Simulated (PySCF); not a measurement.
Consider `[SiH3][CH+][CH][SiH2]Br` ([C2H7BrSi2]+•, doublet). Coordinates in Å; atoms count from 1 in this order:
```
Si   -2.2601    0.6175    0.1810
C    -0.4904    0.1891   -0.4544
C     0.5951    0.1348    0.3523
Si    2.1063   -0.9932   -0.0129
Br    3.1250    0.7131   -0.9938
H    -3.1161   -0.5342   -0.1998
H    -2.5761    1.8513   -0.5993
H    -2.1607    0.8466    1.6430
H    -0.4204   -0.0895   -1.5188
H     0.6729    0.7284    1.2778
H     1.7668   -2.0604   -0.9787
H     2.7630   -1.4021    1.2469
```

Level of theory: B3LYP-D3(BJ)/ma-def2-TZVP single points in PySCF, grid level 2; every species was optimised with PBE0-D3(BJ)/def2-SVP. Zero-point and thermal terms (298.15 K, 1 bar) come from unscaled GFN2-xTB harmonic frequencies, with soft modes damped to free rotors in the entropy. These were taken at the GFN2-xTB minima.

Q: What are the vertical and the adiabatic recombination energy for forming the singlet neutral?

A: 8.32 eV vertical and 9.17 eV adiabatic, the latter with zero-point energy.

Q: What reduction potential follows in acetonitrile (IEF-PCM), given that Fc+/Fc comes at 4.42 V absolute with this functional and basis?

A: In the gas phase −ΔG of reduction is 9.136 eV, and solvation is -210.9 kJ/mol for the parent and -7.3 kJ/mol for the product, so the absolute potential is 7.03 V, or 2.60 V against Fc+/Fc. Fc+/Fc in acetonitrile, 4.42 V, is B3LYP-D3(BJ)/ma-def2-TZVP on PBE0-D3(BJ)/def2-SVP structures with GFN2-xTB thermal terms (carried over from another solvent by the shift found with PBE0). Benchmark calculations put it near 5.0 V in acetonitrile and DMSO, so it is about 0.6 V low, and the value against it can read up to that much too high. The solvent is electrostatics only, on gas-phase structures; the absolute scale refers to an electron at rest in vacuum.

Caveats: atoms from Ga to Kr are treated without relativity.

Differences come from unrounded values, so a last digit can differ from that of the printed terms.
